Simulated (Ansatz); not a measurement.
CH8BFSi2 (`CB[SiH2][SiH2]F`): the same geometry under several functionals.

```yaml
crystal:
  periodic: [false, false, false]
  atoms:
    - {symbol: C, position_ang: [-2.093012, -0.466285, -0.461014]}
    - {symbol: B, position_ang: [-0.674653, -1.095209, -0.468080]}
    - {symbol: Si, position_ang: [0.739967, -0.625112, 0.881089]}
    - {symbol: Si, position_ang: [1.742247, 1.332270, 0.056018]}
    - {symbol: F, position_ang: [2.878543, 1.860903, 1.061910]}
    - {symbol: H, position_ang: [-2.046776, 0.331035, -1.223250]}
    - {symbol: H, position_ang: [-2.414117, 0.000347, 0.471079]}
    - {symbol: H, position_ang: [-2.867038, -1.149662, -0.822479]}
    - {symbol: H, position_ang: [-0.368141, -1.804212, -1.386735]}
    - {symbol: H, position_ang: [1.810222, -1.649827, 1.034996]}
    - {symbol: H, position_ang: [0.188172, -0.292438, 2.226334]}
    - {symbol: H, position_ang: [2.387769, 1.103871, -1.264008]}
    - {symbol: H, position_ang: [0.737116, 2.419618, -0.090961]}
basis:
  gaussian: {orbitals: def2-TZVPP}
hamiltonian: {xc: {name: BLYP}, dispersion: d4}
output: {orbitals: {seedname: orbitals}}
```

```sh
$ ansatz run in.yaml --threads 4 --pin off --events-out ev --progress --plain --max-ram 10444MiB
```

It prints (some lines left out):

```
Functional definition: BLYP
1553 factors; their error is unknown
mean field evaluation 1: about -20305.8195 eV, gradient 7.3e1 eV
mean field evaluation 2: about -20285.1386 eV, gradient 1.2e2 eV
mean field evaluation 4: about -20317.3215 eV, gradient 1.2e1 eV
mean field evaluation 8: about -20317.5673 eV, gradient 2.0e-1 eV
mean field evaluation 16: about -20317.5199 eV, gradient 3.8e-4 eV
mean field -20317.51994230 eV, -746.6550861699 hartree, gradient 8.2e-5 eV, S^2 0.000000; 0 other end points of the search recorded, 0 dependent functions left out
reference -20317.52037355 eV, -746.6551020179 hartree; 28, 28 occupied and 261, 261 virtual orbitals, 1553 factors
Total energy: -20318.09537741 eV, -746.6762330202 hartree
```

Hardware: 4 threads of an Arm Neoverse V2 on a shared host. Wall time 2.4 s, peak host memory 0.41 GiB.

With the line `hamiltonian: {xc: {name: revPBE}, dispersion: d4}` (abridged; 2.4 s):

```
Functional definition: revPBE
mean field evaluation 16: about -20314.3735 eV, gradient 3.9e-4 eV
mean field -20314.37345787 eV, -746.5394549999 hartree, gradient 8.4e-5 eV, S^2 0.000000
Total energy: -20315.12308242 eV, -746.5670031939 hartree
```

With the line `hamiltonian: {xc: r2scan, dispersion: d4}` and forces (abridged; 6 s):

```
Functional definition: r2SCAN
mean field evaluation 16: about -20315.4336 eV, gradient 4.5e-4 eV
mean field -20315.43363507 eV, -746.5784157934 hartree, gradient 6.6e-5 eV, S^2 0.000000
Total energy: -20315.50214410 eV, -746.5809334538 hartree
Atom 0 force    -0.000290    -0.009325     0.022757 eV/Å
Atom 1 force     0.040221    -0.011126    -0.007245 eV/Å
Atom 2 force    -0.031113    -0.042698     0.000495 eV/Å
Atom 3 force    -0.017745     0.013816    -0.043217 eV/Å
Atom 4 force     0.027618     0.009856     0.027756 eV/Å
Atom 5 force    -0.017344    -0.014128     0.010271 eV/Å
Atom 6 force    -0.005562     0.003609    -0.025860 eV/Å
Atom 7 force     0.004200     0.026302    -0.004399 eV/Å
Atom 8 force    -0.006740     0.015506     0.011776 eV/Å
Atom 9 force    -0.000129     0.019777     0.000312 eV/Å
Atom 10 force     0.012441     0.008453    -0.010578 eV/Å
Atom 11 force    -0.019138     0.002187     0.020318 eV/Å
Atom 12 force     0.013581    -0.022228    -0.002388 eV/Å
Dipole moment:    -0.405480    -0.118289    -0.197638 e Å
```

With the line `hamiltonian: {xc: {name: B3LYP}, dispersion: d4}` and forces (abridged; 6 s):

```
Functional definition: B3LYP
mean field evaluation 16: about -20320.7902 eV, gradient 2.0e-4 eV
mean field -20320.79018031 eV, -746.7752652002 hartree, gradient 3.8e-5 eV, S^2 0.000000
Total energy: -20321.22216012 eV, -746.7911401652 hartree
Atom 0 force    -0.056102     0.037297    -0.032963 eV/Å
Atom 1 force     0.081136    -0.120005    -0.068735 eV/Å
Atom 2 force     0.015607    -0.075225     0.102253 eV/Å
Atom 3 force    -0.131688     0.033567    -0.221585 eV/Å
Atom 4 force     0.146306     0.068155     0.128504 eV/Å
Atom 5 force    -0.022537    -0.015544     0.029674 eV/Å
Atom 6 force     0.002513    -0.024756    -0.045323 eV/Å
Atom 7 force     0.018465     0.033847     0.027699 eV/Å
Atom 8 force    -0.036948     0.076564     0.090504 eV/Å
Atom 9 force    -0.068115     0.054466    -0.002799 eV/Å
Atom 10 force     0.031255    -0.029941    -0.077151 eV/Å
Atom 11 force    -0.037848     0.018859     0.068640 eV/Å
Atom 12 force     0.057956    -0.057283     0.001283 eV/Å
Dipole moment:    -0.411441    -0.140501    -0.202314 e Å
```

Changing it to `hamiltonian: {xc: {name: BHLYP}, dispersion: d4}` (abridged; 3.8 s):

```
Functional definition: BHLYP
mean field evaluation 16: about -20317.2743 eV, gradient 5.0e-5 eV
mean field -20317.27425417 eV, -746.6460572975 hartree, gradient 5.0e-5 eV, S^2 0.000000
Total energy: -20317.62247928 eV, -746.6588543342 hartree
```

Changing it to `hamiltonian: {xc: {name: PBE-QIDH}}` (abridged; 7 s):

```
Functional definition: PBE-QIDH
mean field evaluation 16: about -20294.3979 eV, gradient 8.8e-5 eV
mean field -20294.39790865 eV, -745.8053671060 hartree, gradient 3.1e-6 eV, S^2 0.000000
13 core orbitals not correlated: weight in the atoms' cores, before any rotation towards them, 1.000 or more for the frozen orbitals, at most 0.000 for the correlated occupied ones
second order -23.70468130 eV of doubles, -0.00000000 eV of singles
Total energy: -20302.29948470 eV, -746.0957446700 hartree
```

B3LYP takes the VWN-RPA correlation (the form of Gaussian; ORCA's B3LYP/G).
